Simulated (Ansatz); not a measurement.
Basis sets compared for SbH2(OMe) (CH₅OSb). Total charge 0; singlet. Geometry PBE0-D4/def2-TZVP. Ansatz on 4 threads of Arm Neoverse V1 on a shared host; times are rough, and most runs start from earlier orbitals.

Cartesian coordinates in Å:
```
Sb -0.166 1.467 0.859
H 1.370 2.158 1.146
H -0.247 2.216 -0.691
O 0.646 -0.219 0.233
C -0.229 -1.192 -0.278
H -1.056 -1.425 0.408
H 0.345 -2.110 -0.434
H -0.662 -0.895 -1.244
```

In the def2 sets Sb takes a core potential; there is no spin–orbit coupling.

Binding counts from free atoms (Sb quartet, H doublet, O triplet, C triplet) in the same basis, without a counterpoise term.

```csv
level,functions,energy (Eh),HOMO (eV),LUMO (eV),binding per atom (eV),wall time
PBE-D4/def2-SVP,79,-356.3190,-5.55,-1.65,3.26,0.55 s
PBE-D4/def2-TZVP,142,-356.4734,-5.79,-1.89,3.27,1.1 s
r2SCAN-D4/def2-TZVP,142,-356.6435,-6.08,-1.65,3.20,2.1 s
PBE0-D4/def2-SVP,79,-356.3376,-6.91,-0.85,3.17,0.8 s
PBE0-D4/def2-TZVP (with forces),142,-356.4891,-7.08,-1.09,3.19,1.6 s
```

Question: Estimate the rows for PBE-D4/def2-TZVPD, r2SCAN-D4/def2-TZVPD, PBE0-D4/def2-TZVPD.

Answer: 
```
               level  functions  energy (Eh)  HOMO (eV)  LUMO (eV)  binding per atom (eV)  wall time
   PBE-D4/def2-TZVPD        178    -356.4752      -5.85      -1.96                   3.28      1.5 s
r2SCAN-D4/def2-TZVPD        178    -356.6449      -6.13      -1.70                   3.21      2.8 s
  PBE0-D4/def2-TZVPD        178    -356.4906      -7.12      -1.17                   3.19      1.7 s
```
